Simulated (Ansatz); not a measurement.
C3H4, SMILES C1=CC1.

The structure is a stationary point at B3LYP-D3(BJ)/def2-TZVP.

Two levels are set side by side: PBE/def2-TZVPD (Ansatz, an electronic-structure program) and PBE0/def2-TZVPD (Ansatz). Energy differences of separate SCF runs at the same geometry; the states with an electron removed or added have multiplicity 2 and 2. Differences are taken from unrounded values.

```tsv
quantity	PBE0
vertical ionisation energy (eV)	9.74
vertical singlet–triplet gap (eV)	4.08
```

Q: What does PBE give, and how far is it from PBE0? (Estimate from the structure and the level; the computed values follow.)

A: 
```csv
quantity,PBE,PBE minus PBE0
vertical ionisation energy (eV),9.73,0.00
vertical singlet–triplet gap (eV),4.19,0.11
```
